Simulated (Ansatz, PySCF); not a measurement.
Reaction (SMILES): O=[Si](Cl)Cl -> O=[Si](Cl)Cl as doublet, charge +1 + e-
Structures are relaxed separately at B3LYP-D3(BJ)/def2-TZVP in Ansatz (a first-principles code).
Geometry of the first species:
```xyz
4

Si    -0.3650    -0.3349    -0.0556
O     -1.4707    -1.3492    -0.2238
Cl    -0.4017     1.5671    -0.7259
Cl     1.3943    -0.6564     0.8770
```

Wanted: adiabatic ionisation energy (electronic energy difference), in eV. Valence correlation only, unless marked. UHF or UKS for open shells. No spin-orbit coupling. Non-relativistic unless marked X2C. Basis-set limits of correlation are two-point, X^-3; Hartree-Fock from the larger set. The bracket is a focal-point correction in the basis named.

```
level                                                                 program  adiabatic ionisation energy (eV)  minus last row
-------------------------------------------------------------  --------------  --------------------------------  --------------
revPBE-D3(BJ)/def2-TZVPD                                       Ansatz + dftd3                             10.50           -0.34
PBE0/STO-3G                                                            Ansatz                              8.18           -2.66
TPSSh-D4/def2-TZVPD                                             PySCF + dftd4                             10.51           -0.33
MP2/STO-3G                                                             Ansatz                              7.47           -3.37
X2C-CCSD(T)/cc-pVTZ-DK                                                 Ansatz                             10.58           -0.26
RI-MP2/CBS(cc-pV(T+d)Z,cc-pV(Q+d)Z)+[CCSD(T)-MP2]/cc-pV(D+d)Z          Ansatz                             10.82           -0.02
RI-MP2/CBS(cc-pV(T+d)Z,cc-pV(Q+d)Z)+[CCSD(T)-MP2]/cc-pV(T+d)Z          Ansatz                             10.84            0.00
```
